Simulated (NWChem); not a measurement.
System: C₃H₂F₃, doublet; SMILES F/C=C/[C](F)F

Input file for NWChem:

```
start job
memory heap 200 mb stack 700 mb global 900 mb
geometry units angstroms noautosym nocenter noautoz
  F     -0.172116    -2.655162     0.000000
  C      0.354009    -1.416767     0.000000
  C     -0.494967    -0.322574     0.000000
  C     -0.071250     0.978793     0.000000
  F     -0.883198     2.026406     0.000000
  F      1.207811     1.340067     0.000000
  H      1.436295    -1.393859     0.000000
  H     -1.566749    -0.489949     0.000000
end
basis spherical
  F library def2-svp
  C library def2-svp
  H library def2-svp
end
dft
  odft
  mult 2
  xc m06-2x
  iterations 150
end
cosmo
  do_cosmo_smd true
  solvent hexane
end
task dft energy
```

In the optimisation the excess spin sits in a" (Cs, its own frame). Coordinates come from a B3LYP/6-31G* (spherical d), spin-unrestricted optimisation. No stability test was run on the SCF state. Solvent: n-hexane.

Level: M06-2X/def2-SVP with SMD (1 M gas to 1 M solution), gas-phase geometry. Reactions with the solvent are ignored.

### Question
What results follow from this input? (M06-2X/def2-SVP, spin-unrestricted, SMD on the gas-phase geometry.) Quantities: solvation free energy (kcal/mol); cavity-dispersion-structure term (kcal/mol); dipole in solution (D).

### Answer
* **solvation free energy (kcal/mol)**: -1.0
* **cavity-dispersion-structure term (kcal/mol)**: 0.5
* **dipole in solution (D)**: 0.09
